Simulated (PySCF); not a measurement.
# How ionic is MI along the alkali metals?

PBE0 in PySCF with def2-SVP on every atom (core potentials on Rb, I, Cs), for the lowest determinant that a PBE0 search found; no spin–orbit coupling. A negative dipole means M(+)I(−).

```
 M  state (unpaired electrons)  Re (Å)   μ (D)
Li      singlet (closed shell)   2.384   -7.31
Na      singlet (closed shell)   2.721   -8.99
 K      singlet (closed shell)   3.071  -11.10
Rb      singlet (closed shell)   3.229  -11.82
Cs      singlet (closed shell)   3.383  -11.84
```

Question: Give the ionic character |μ|/(e·Re) of each, with 1 e·Å = 4.803 D, and the positive end.

Answer: LiI 64 % (Li positive), NaI 69 % (Na positive), KI 75 % (K positive), RbI 76 % (Rb positive), CsI 73 % (Cs positive). Lone pairs and polarisation enter μ too, so this number is only a rough measure of charge transfer.

Spin–orbit coupling is left out.
